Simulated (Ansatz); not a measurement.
Relaxation of NaLi3 with UKS PBE/def2-TZVP.

```sh
$ ansatz run in.yaml --threads 4 --pin off --events-out ev --progress --plain --max-ram 3916MiB
```

```yaml
crystal:
  periodic: [false, false, false]
  atoms:
    - {symbol: Li, position_ang: [0.570068, -0.651086, 1.011767]}
    - {symbol: Li, position_ang: [-0.663545, 0.627281, -0.968913]}
    - {symbol: Li, position_ang: [-2.483686, -0.652302, 1.126030]}
    - {symbol: Na, position_ang: [2.577163, 0.676097, -1.168874]}
basis:
  gaussian: {orbitals: def2-TZVP}
magnetization: {spin_polarized: true, initial_magnetization: 2}
hamiltonian: {xc: pbe}
scf: {omitted_lower_state_checks: [starts]}
output: {orbitals: {seedname: orbitals}}
relax: {f_tol: 0.02, max_steps: 100}
```

Run time 3.8 s (4 threads of Arm Neoverse V2 on a shared host).

Positions (Å) and forces (eV/Å) at steps 1, 2, 4 of 4:

```xyz
4
step=1 energy=-5023.7324 eV
Li    0.570   -0.651    1.012    0.157   -0.217    0.338
Li   -0.664    0.627   -0.969   -0.240    0.195   -0.300
Li   -2.484   -0.652    1.126    0.181    0.048   -0.082
Na    2.577    0.676   -1.169   -0.097   -0.026    0.044
4
step=2 energy=-5023.8395 eV
Li    0.624   -0.722    1.121    0.046   -0.074    0.116
Li   -0.740    0.692   -1.069   -0.087    0.063   -0.097
Li   -2.360   -0.620    1.070    0.087    0.023   -0.040
Na    2.476    0.649   -1.123   -0.046   -0.012    0.021
4
step=4 energy=-5023.8685 eV
Li    0.678   -0.790    1.228    0.008   -0.006    0.009
Li   -0.814    0.755   -1.166   -0.004    0.007   -0.011
Li   -2.230   -0.586    1.011   -0.002   -0.001    0.001
Na    2.366    0.621   -1.073   -0.002    0.000    0.001
```

At PBE/def2-TZVP a singlet of charge 0 lies 0.36 eV below the triplet, each at its own geometry. The structure comes from a short search, and lower isomers may exist.
